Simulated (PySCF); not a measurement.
Correlation energy of Cd²⁺ (cadmium, charge +2)

[Kr] 4d10, closed-shell 1S. Computed with PySCF 2.14 in x2c-TZVPPall (8s6p6d2f1g, 79 functions), with the spin-free X2C one-electron Hamiltonian (Gaussian nucleus). Frozen: [Ar] 3d10; 18 electrons correlated.

```json
{"level": "CCSD", "correlation energy (mhartree)": "-594.44"}
{"level": "(T)", "correlation energy (mhartree)": "-12.02"}
{"level": "CCSD(T)", "correlation energy (mhartree)": "-606.46"}
```

Diagnostics: T1 = 0.0033, D1 = 0.0063, largest double amplitude 0.020.

**Question.** Is a single reference adequate?

**Answer.** Yes, within this model without spin-orbit coupling: T1 lies below 0.03 and no double amplitude reaches 0.07.

This basis was not built for core-valence correlation, so the inner-shell part is incomplete.
